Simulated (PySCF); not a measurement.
**From computed data to an observable: oscillator strength and radiative lifetime**

C5H5F, SMILES C(=C)C(F)=C=C.

Geometry: PBE0-D3(BJ)/def2-SVP. The values are those of a single conformer.

TDA-ωB97X/def2-SVPD in PySCF 2.14.0 puts the first singlet state with f over 0.02 at 6.29 eV (vertical), with the transition dipole (0.068, -2.781, 0.000) in atomic units.

Task: Find the oscillator strength, the wavelength and the radiative lifetime that this transition would have in vacuum if emission retraced absorption.

Result: 
|μ|² = 7.7386 au, so |μ| = 7.07 D. ΔE = 6.29/27.211 = 0.2312 hartree. f = (2/3) ΔE |μ|² = 1.193 (the program prints 1.192).
λ = 1239.84/6.29 = 197 nm; ν = 50732 cm⁻¹.
Einstein's coefficient A = 0.6670 ν² f s⁻¹ (ν in cm⁻¹) = 2.0e9 s⁻¹, so τ = 1/A = 0.49 ns. This state is S2; the lower singlet has f = 0.000. The figure is the radiative limit of this one transition; relaxation, internal conversion, crossing to triplets and a medium change what is measured.
